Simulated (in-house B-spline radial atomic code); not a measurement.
# Response and correlation of the tellurium ion Te⁴⁺

Closed shell [Kr] 4d10 5s2. Computed with a B-spline radial code for spherical atoms: Dirac-Hartree-Fock, relativistic RPA (time-dependent Dirac-Hartree-Fock) for the response and second-order many-body perturbation theory for correlation, no-pair Dirac-Coulomb Hamiltonian, finite nucleus.

Command:
```bash
python run_mb.py task.json out
```
Settings (nuclear radius in fm, box in bohr, cutoff in hartree):
```
basis_form          2
Z                   52
core_configuration  [Kr] 4d10 5s2
rms_radius          4.7423
mass_number         130
speed_of_light      137.036
box_radius          12.418
lmax                7
intervals           63
virtual_cutoff      67600.0
```

Run time, properties included: 11 s on 1 thread of Intel(R) Xeon(R) Platinum 8488C (shared host).

```csv
"multipole (bohr³, bohr⁵, bohr⁷)",uncoupled,coupled RPA
dipole,8.5499,8.8363
quadrupole,14.861,18.446
octupole,71.181,?
```

Question: What is the coupled octupole polarisability?

Answer: 87.69 atomic units, +23 % against the uncoupled value.

Question: Which subshells carry the dipole polarisability?

Answer: 5s1/2 96.8 %, 4d5/2 2.0 %, 4d3/2 1.3 %.

Question: What does the dipole shielding factor come to?

Answer: The dipole shielding factor is 0.923, against the exact N/Z = 48/52 = 0.923 of the non-relativistic theorem.

Dipole polarisability at imaginary frequency:

```json
{"u (Eh)": "0", "α(iu) (bohr³)": "8.836"}
{"u (Eh)": "0.559", "α(iu) (bohr³)": "4.505"}
{"u (Eh)": "1.68", "α(iu) (bohr³)": "1.632"}
{"u (Eh)": "3.35", "α(iu) (bohr³)": "0.7844"}
{"u (Eh)": "5.59", "α(iu) (bohr³)": "0.3963"}
{"u (Eh)": "11.2", "α(iu) (bohr³)": "0.1359"}
{"u (Eh)": "22.4", "α(iu) (bohr³)": "0.0451"}
{"u (Eh)": "55.9", "α(iu) (bohr³)": "0.01009"}
```

Question: What dispersion coefficients follow for two such ions (the dispersion part alone)?

Answer: C6 = (3/π)∫α(iu)²du = 37.36 hartree·bohr⁶ and C8 = 500.6 hartree·bohr⁸.

Lowest J = 1 odd-parity excitations:

```tsv
energy (eV)	oscillator strength	leading channel	weight
7.6526	0.0112	5s1/2 → p1/2	0.777
12.951	1.62	5s1/2 → p3/2	0.754
32.491	0.0116	5s1/2 → p1/2	0.907
33.191	0.0443	5s1/2 → p3/2	0.904
41.728	0.00807	5s1/2 → p1/2	0.934
42.038	0.0368	5s1/2 → p3/2	0.933
45.522	0.0225	4d5/2 → p3/2	0.531
46.944	0.867	4d3/2 → p1/2	0.647
```

For an outer ns² shell RPA puts the lowest triplet far too low, and second order misses the ns²-np² near-degeneracy.

Second-order correlation energy by the highest angular momentum of the excited pair (hartree): s -0.02487, p -0.2578, d -0.687, f -1.17, g -0.3682, h -0.162, i -0.07397, k -0.03787.

Question: What is the second-order correlation energy at the partial-wave limit?

Answer: The listed waves sum to -2.7819 hartree; extrapolating the increments as (l + 1/2)⁻⁴ gives -2.8593 hartree, -1.62 eV per electron.
